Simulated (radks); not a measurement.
The numbers below are computed, except where a source is named.
Isoelectronic series with 4 electrons, all held in the configuration [He] 2s2, which need not be the ground one along the series. Level of theory: scalar-relativistic Kohn-Sham, PBEsol, spin-polarised, spherical densities, finite nucleus; Fermi nuclear charge, rms radius of each element as measured or else 0.836 A^(1/3) + 0.57 fm (a radial shooting solver on a logarithmic mesh with Libxc functionals). Total energies (hartree) and orbital eigenvalues (eV):

ion,E (hartree),2s,1s
O4+,-68.12702,-102.3831,-618.3635
F5+,-87.80058,-143.7576,-815.0138
Ne6+,-109.98970,-191.9813,-1039.038
Mg8+,-161.93002,-309.0081,-1569.340
Al9+,-191.69011,-377.8340,-1875.700
Si10+,-223.98350,-453.5534,-2209.597
P11+,-258.81576,-536.1824,-2571.085
S12+,-296.19293,-625.7385,-2960.225
Cl13+,-336.12148,-722.2411,-3377.081
Ar14+,-378.60839,-825.7109,-3821.722
